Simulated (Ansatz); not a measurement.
**Nudged elastic band run: C2H9AlClN**

Input file:

```yaml
crystal:
  periodic: [false, false, false]
  atoms:
    - { symbol: Al, position_ang: [-0.13155, 0.409052, -0.081725] }
    - { symbol: C, position_ang: [1.683813, 0.066747, 0.612908] }
    - { symbol: C, position_ang: [-0.730882, -0.092991, -1.884056] }
    - { symbol: "N", position_ang: [-1.18153, 1.47949, 0.893764] }
    - { symbol: H, position_ang: [0.459929, -2.441772, 1.561693] }
    - { symbol: Cl, position_ang: [-0.690676, -2.472568, 0.98997] }
    - { symbol: H, position_ang: [1.716363, 0.001542, 1.70857] }
    - { symbol: H, position_ang: [2.36454, 0.882111, 0.333898] }
    - { symbol: H, position_ang: [2.123725, -0.852501, 0.205439] }
    - { symbol: H, position_ang: [-0.530721, -1.149769, -2.100298] }
    - { symbol: H, position_ang: [-0.207103, 0.492533, -2.652113] }
    - { symbol: H, position_ang: [-1.805319, 0.075198, -2.029635] }
    - { symbol: H, position_ang: [-2.115977, 1.762052, 0.631544] }
    - { symbol: H, position_ang: [-0.954511, 1.840675, 1.81004] }
basis:
  gaussian: { orbitals: "6-31G*" }
hamiltonian:
  xc: pbe0
neb:
  order_check: false
  images: 7
  f_tol: 0.03
  max_iterations: 60
  initial_path: linear
  final_atoms:
    - { symbol: Al, position_ang: [-1.2602265, -0.07049791, 0.07240447] }
    - { symbol: C, position_ang: [2.02469775, -0.47767585, 0.74597227] }
    - { symbol: C, position_ang: [-0.74834151, -0.26927588, -1.79473604] }
    - { symbol: "N", position_ang: [-1.42770013, 1.48310883, 0.91074595] }
    - { symbol: H, position_ang: [1.41560017, -1.367505, 0.93380672] }
    - { symbol: Cl, position_ang: [-1.78356181, -1.77095648, 1.23109529] }
    - { symbol: H, position_ang: [2.95063938, -0.55837431, 1.3209877] }
    - { symbol: H, position_ang: [1.4890298, 0.42276103, 1.0655658] }
    - { symbol: H, position_ang: [2.26171529, -0.40950177, -0.31912441] }
    - { symbol: H, position_ang: [-0.00436721, -1.06421444, -1.91668165] }
    - { symbol: H, position_ang: [-0.32767944, 0.65491112, -2.20673416] }
    - { symbol: H, position_ang: [-1.61482543, -0.5429179, -2.40877432] }
    - { symbol: H, position_ang: [-1.23958138, 2.38579181, 0.49723559] }
    - { symbol: H, position_ang: [-1.73529798, 1.58414576, 1.86823579] }
```

Run as:

```bash
$ ansatz run input.yaml --threads 2 --pin off --max-ram 3072MiB --backend cpu --events-out ev --progress --plain --runs-dir out
```

Output, in part (warnings, iteration lines, the closing report on the highest movable image, with atoms numbered from 0):

```
NEB end point (image 0): max|allowed force component| = 2.006e-2 eV/Å (the criterion of neb.relax_end_points is 1.000e-2)
NEB end point (image 8): max|allowed force component| = 2.267e-2 eV/Å (the criterion of neb.relax_end_points is 1.000e-2)
NEB iter   1: max|band force component| = 1.806e1 eV/Å  barrier→ = 8.4148 eV  barrier← = 10.4306 eV  Δτ_max = 0.2000 Å  (238 SCF iters)
NEB iter   2: max|band force component| = 4.107e0 eV/Å  barrier→ = 1.9799 eV  barrier← = 3.9958 eV  Δτ_max = 0.2000 Å  (206 SCF iters)
NEB iter   3: max|band force component| = 8.204e0 eV/Å  barrier→ = 0.8085 eV  barrier← = 2.8244 eV  Δτ_max = 0.1039 Å  (193 SCF iters)
NEB iter   4: max|band force component| = 2.310e0 eV/Å  barrier→ = 0.3555 eV  barrier← = 2.3714 eV  Δτ_max = 0.2000 Å  (195 SCF iters)
NEB iter   5: max|band force component| = 1.045e0 eV/Å  barrier→ = 0.2836 eV  barrier← = 2.2995 eV  Δτ_max = 0.2000 Å  (191 SCF iters)
NEB iter   6: max|band force component| = 1.108e0 eV/Å  barrier→ = 0.2744 eV  barrier← = 2.2903 eV  Δτ_max = 0.1042 Å  (190 SCF iters)
NEB iter   7: max|band force component| = 7.688e-1 eV/Å  barrier→ = 0.2660 eV  barrier← = 2.2818 eV  Δτ_max = 0.0874 Å  (194 SCF iters)
NEB iter   8: max|band force component| = 2.249e-1 eV/Å  barrier→ = 0.2479 eV  barrier← = 2.2637 eV  CI = image 3  Δτ_max = 0.0898 Å  (194 SCF iters)
NEB iter   9: max|band force component| = 1.420e-1 eV/Å  barrier→ = 0.2463 eV  barrier← = 2.2621 eV  CI = image 3  Δτ_max = 0.0456 Å  (187 SCF iters)
NEB iter  10: max|band force component| = 8.872e-2 eV/Å  barrier→ = 0.2434 eV  barrier← = 2.2592 eV  CI = image 3  Δτ_max = 0.0609 Å  (184 SCF iters)
NEB iter  11: max|band force component| = 6.859e-2 eV/Å  barrier→ = 0.2413 eV  barrier← = 2.2571 eV  CI = image 3  Δτ_max = 0.0532 Å  (187 SCF iters)
NEB iter  12: max|band force component| = 4.808e-2 eV/Å  barrier→ = 0.2394 eV  barrier← = 2.2553 eV  CI = image 3  Δτ_max = 0.0419 Å  (190 SCF iters)
NEB iter  13: max|band force component| = 3.380e-2 eV/Å  barrier→ = 0.2386 eV  barrier← = 2.2545 eV  CI = image 3  Δτ_max = 0.0292 Å  (194 SCF iters)
NEB iter  14: max|band force component| = 2.219e-2 eV/Å  barrier→ = 0.2383 eV  barrier← = 2.2542 eV  CI = image 3  Δτ_max = 0.0000 Å  (374 SCF iters)
Total energy: -22818.77301758 eV, -838.5744412762 hartree
Atom 0 at    -0.283231     0.188637    -0.027541 Å, force    -0.006802     0.010795     0.011912 eV/Å
Atom 1 at     1.532566    -0.283053     0.791815 Å, force    -0.019438    -0.005928     0.003269 eV/Å
Atom 2 at    -0.628229    -0.308582    -1.883727 Å, force    -0.002436     0.006211    -0.003021 eV/Å
Atom 3 at    -1.000869     1.630841     0.742901 Å, force     0.012091    -0.016811    -0.008669 eV/Å
Atom 4 at     0.269130    -1.303396     1.179033 Å, force    -0.012749    -0.001570    -0.018491 eV/Å
Atom 5 at    -0.968415    -1.998326     1.234053 Å, force     0.009941    -0.002842     0.011719 eV/Å
Atom 6 at     1.768881    -0.500159     1.841694 Å, force     0.004071     0.009861     0.001765 eV/Å
Atom 7 at     1.923396     0.738113     0.643566 Å, force     0.015490     0.000924    -0.002592 eV/Å
Atom 8 at     2.133406    -0.949525     0.163904 Å, force    -0.003808     0.001097     0.000623 eV/Å
Atom 9 at    -0.323265    -1.339277    -2.095558 Å, force     0.002407    -0.000499     0.003026 eV/Å
Atom 10 at    -0.090456     0.347011    -2.579840 Å, force     0.001891    -0.001276    -0.002131 eV/Å
Atom 11 at    -1.695612    -0.229258    -2.122984 Å, force     0.001856    -0.000028    -0.002213 eV/Å
Atom 12 at    -1.878899     2.037000     0.448903 Å, force    -0.000137    -0.001388     0.000101 eV/Å
Atom 13 at    -0.758303     1.969775     1.663779 Å, force    -0.002376     0.001453     0.004700 eV/Å
Dipole moment:     0.201926     0.285429     0.051667 e Å
```

It converged. Neighbouring images differ by up to 1.3 eV, so the band resolves the path poorly. Another band between the same ends (7 images) ends at a top of the same energy, where a vibrational analysis finds 1 clearly imaginary mode. The orbitals stay closed-shell, which can raise the energy where a bond breaks towards radicals; this wasn't checked here.

Final band (atoms are numbered from 1 in the order of the input):

```json
{"image": "0", "path coordinate (Å)": "0.00", "energy (kJ/mol)": "0.0", "Al1–C2 (Å)": "1.97", "H5–Cl6 (Å)": "1.29", "Al1–Cl6 (Å)": "3.12"}
{"image": "1", "path coordinate (Å)": "0.59", "energy (kJ/mol)": "1.5", "Al1–C2 (Å)": "1.98", "H5–Cl6 (Å)": "1.29", "Al1–Cl6 (Å)": "3.06"}
{"image": "2", "path coordinate (Å)": "1.19", "energy (kJ/mol)": "9.5", "Al1–C2 (Å)": "1.99", "H5–Cl6 (Å)": "1.30", "Al1–Cl6 (Å)": "2.97"}
{"image": "3", "path coordinate (Å)": "1.78", "energy (kJ/mol)": "23.0", "Al1–C2 (Å)": "2.05", "H5–Cl6 (Å)": "1.42", "Al1–Cl6 (Å)": "2.62"}
{"image": "4", "path coordinate (Å)": "2.53", "energy (kJ/mol)": "-102.5", "Al1–C2 (Å)": "2.35", "H5–Cl6 (Å)": "2.01", "Al1–Cl6 (Å)": "2.28"}
{"image": "5", "path coordinate (Å)": "3.27", "energy (kJ/mol)": "-164.9", "Al1–C2 (Å)": "2.75", "H5–Cl6 (Å)": "2.45", "Al1–Cl6 (Å)": "2.15"}
{"image": "6", "path coordinate (Å)": "4.01", "energy (kJ/mol)": "-185.8", "Al1–C2 (Å)": "3.09", "H5–Cl6 (Å)": "2.72", "Al1–Cl6 (Å)": "2.13"}
{"image": "7", "path coordinate (Å)": "4.76", "energy (kJ/mol)": "-193.4", "Al1–C2 (Å)": "3.34", "H5–Cl6 (Å)": "3.06", "Al1–Cl6 (Å)": "2.12"}
{"image": "8", "path coordinate (Å)": "5.50", "energy (kJ/mol)": "-194.5", "Al1–C2 (Å)": "3.38", "H5–Cl6 (Å)": "3.24", "Al1–Cl6 (Å)": "2.12"}
```

The run took 5 min on 2 threads of Arm Neoverse V2, on a shared host, peak memory 0.23 GiB.
